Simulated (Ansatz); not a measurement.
`[BH2][GeH2][PH2]` + H₂O → `[BH2][GeH2][OH]` + PH₃ at 700 K and 1 bar (formal hydrolysis of a Ge–P bond).

Computed with Ansatz on PBE0-D4/def2-TZVP structures; ΔE is electronic, products minus reactants. CCSD(T)/CBS is the MP2 limit (def2-TZVPP, def2-QZVPP) plus CCSD(T) − MP2 in def2-TZVPP, frozen cores. This one scheme is used for every species. For Ge outer-core shells are correlated without core-valence functions, which leaves a few kJ/mol of doubt a bond. Scalar relativity is left out up to krypton. Each species was taken in one conformer, which may not be the lowest.

```tsv
species	CCSD(T)/CBS energy (Eh)	H − E (kJ/mol)	S (J/(mol·K))
`[BH2][GeH2][PH2]`	-2445.41219	211.4	448.2
H₂O	-76.37941	80.5	218.4
`[BH2][GeH2][OH]`	-2179.06509	192.2	407.1
PH₃	-342.72256	91.5	248.3
```

H − E and S are ideal-gas, rigid-rotor, harmonic terms from PBE0-D4/def2-TZVP, for one conformer and one mirror image of each species. 1 Eh = 2625.50 kJ/mol, R = 8.31446 J/(mol·K).

Q: By hand: ΔE, ΔH, ΔS and ΔG.

A: ΔE = (-2179.06509) + (-342.72256) − (-2445.41219) − (-76.37941) = 0.00395 Eh = 10.4 kJ/mol. Δ(H − E) = 192.2 + 91.5 − 211.4 − 80.5 = -8.2, so ΔH = 2.2 kJ/mol. ΔS = 407.1 + 248.3 − 448.2 − 218.4 = -11.2 J/(mol·K). ΔG = 2.2 − 700 × (-11.2)/1000 = 10.0 kJ/mol.

Q: By hand: the equilibrium constant, and the temperature at which ΔG would vanish if ΔH and ΔS stayed fixed.

A: log₁₀ K = −ΔG/(RT ln 10) = -0.7. ΔH and −TΔS have one sign here, so there is no such temperature.

TΔS isn't small against ΔH here. A doubt of 5 kJ/mol in ΔE shifts log₁₀ K by 0.4 here. Other conformers and mirror images would add mixing entropy, several J/(mol·K) or more a flexible species. These are equilibria of isolated gas molecules and say nothing of rates. Largest T1 diagnostic: 0.013 (customary marks: 0.02 for closed shells, 0.045 for open ones).

ΔS is within the doubt of such terms, so its sign, and with it that verdict, could turn.
